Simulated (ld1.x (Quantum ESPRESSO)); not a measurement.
## What one change does to a pseudopotential (argon (Ar), ultrasoft)

Ar, ultrasoft, made with ld1.x (Quantum ESPRESSO) 7.5 (PBE, scalar-relativistic). Core [Ne], reference 3s2 3p4.5 (charge +1.5). Waves: 3s (bound): rcut 1.20, rcutus 1.40 bohr; 3s channel at -1.4 Ry: rcut 1.20, rcutus 1.40 bohr; 3p (bound): rcut 0.75, rcutus 0.90 bohr; 3p channel at 2.2 Ry: rcut 0.75, rcutus 0.90 bohr. Local part: all-electron potential smoothed inside 1.05 bohr (lloc = -1). Core correction: a·sin(br)/r model core inside 0.65 bohr. Augmentation charge: PSQ, inside the norm-conserving radii.

Change: core correction a·sin(br)/r model core inside 0.54 bohr.

Cutoffs: the cutoffs (Ry, on a coarse ladder) from which the occupation-weighted sum of valence levels, in a spherical-Bessel basis at the reference potential, stays within 10 and 1 mRy of its value at 400 Ry; they do not see the model core or the augmentation charge, which bear on the density cutoff. Errors are all-electron minus pseudo energies relative to the spin-unpolarised reference configuration.

Question: How do hardness, ghosts and transferability respond?

Answer: The potential gets neither clearly harder nor softer (80 Ry and 120 Ry → 80 Ry and 120 Ry); both files keep a bound ghost (p); of the 7 tests that both files solve, the error grows in 6 and shrinks in 0 by more than 15 % and 0.3 meV (median size 2.3 → 3.2 meV). A model core, the more so a compact one, raises the density cutoff, which this test does not measure.

```tsv
quantity	base	changed
cutoff, loose	80 Ry	80 Ry
cutoff, tight	120 Ry	120 Ry
bound ghosts	p	p
error for 3s2 3p6, meV [ΔE -28.72 eV]	-1.4	-3.2
error for 3s2 3p5, meV [ΔE -12.67 eV]	+0.5	+0.2
error for 3s2 3p4, meV [ΔE 15.99 eV]	-2.3	-2.8
error for 3s2 3p3, meV [ΔE 58.58 eV]	-16	-22
error for 3s2 3p5.5, meV [ΔE -22.18 eV]	-0.2	-1.2
error for 3s1 3p6, meV [ΔE 1.95 eV]	-14	-22
error for 3s2 3p2, meV [ΔE 116.21 eV]	-49	-72
s: phases at 1.55 bohr within 0.05 rad from the reference energy up to (Ry; the scan ends near 5)	to the end of the scan	to the end of the scan
p: phases at 1.55 bohr within 0.05 rad from the reference energy up to (Ry; the scan ends near 5)	to the end of the scan	to the end of the scan
lowest overlap eigenvalue by channel	s 0.38, p 0.78	s 0.38, p 0.78
```

 A true bound ghost makes a file unfit for plane-wave use even where its test errors are small: the radial tests pick states by their node count and pass the ghost by.
